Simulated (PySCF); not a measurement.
PySCF 2.14 output of an unrestricted M06 calculation on a single atom or ion in aug-cc-pwCVTZ-PP with ECP28MDF (8s8p7d4f3g, 122 functions), with scalar relativity through the core potential:

```
SCF conv_tol = 1e-09
number electrons alpha = 10  beta = 8
    Y. Zhao and D. G. Truhlar.,  Theor. Chem. Acc. 120, 215 (2008)
    Y. Zhao and D. G. Truhlar.,  Theor. Chem. Acc. 120, 215 (2008)
cycle= 1 E= -110.16625886662  delta_E= -0.0211  |g|= 0.105  |ddm|=  1.1
cycle= 2 E= -110.161967205301  delta_E= 0.00429  |g|= 0.159  |ddm|= 0.364
cycle= 3 E= -110.169980201556  delta_E= -0.00801  |g|= 0.00861  |ddm|= 0.134
cycle= 4 E= -110.170021261612  delta_E= -4.11e-05  |g|= 0.00242  |ddm|= 0.107
cycle= 5 E= -110.170031019817  delta_E= -9.76e-06  |g|= 0.00075  |ddm|= 0.063
cycle= 6 E= -110.170032517214  delta_E= -1.5e-06  |g|= 0.000192  |ddm|= 0.0239
cycle= 7 E= -110.170032583631  delta_E= -6.64e-08  |g|= 1.09e-05  |ddm|= 0.00409
cycle= 8 E= -110.170032583955  delta_E= -3.24e-10  |g|= 3.42e-06  |ddm|= 0.000313
converged SCF energy = -110.170032583955  <S^2> = 2.0173021  2S+1 = 3.0115127
```

The run itself started from symmetry-adapted Hartree-Fock orbitals and held the occupation by maximum overlap, on a logarithmic radial grid, so the iterations belong to that start.

Q: Which element, charge and spin multiplicity is this?

A: Rh⁻ (rhodium, charge -1), multiplicity 3; the state was [Kr] 4d8 5s2, high-spin 3F determinant.

Energies and moments cover only the electrons outside the core potential. At M06 the highest occupied level has a positive energy, so only the finite basis holds that electron; in a semilocal or global hybrid functional this comes from self-interaction and does not mean that the real anion is unbound.
